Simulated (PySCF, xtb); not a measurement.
C5H6O2, SMILES C1=CO[C@H](C)C1=O. One conformer was computed; it need not be the lowest.

Harmonic wavenumbers (cm⁻¹) from xtb with GFN2-xTB at its own minimum, in rising order: 117, 186, 215, 309, 476, 500, 622, 682, 788, 800, 823, 873, 915, 1016, 1055, 1079, 1099, 1117, 1163, 1213, 1248, 1307, 1389, 1469, 1482, 1582, 1776, 2927, 3042, 3047, 3055, 3114, 3190.

**Question.** What does PBE-D3(BJ)/def2-SVP in PySCF give at its own minimum? (An estimate is asked for; the answer gives what the named calculation found.)

**Answer.** 115, 221, 237, 314, 463, 502, 614, 691, 770, 792, 798, 850, 928, 1001, 1027, 1043, 1095, 1122, 1195, 1243, 1271, 1330, 1350, 1406, 1417, 1581, 1771, 2983, 2996, 3082, 3089, 3146, 3203. Paired by order, the mean absolute difference is 23 cm⁻¹ and the zero-point energies are 62.4 and 62.4 kcal/mol.
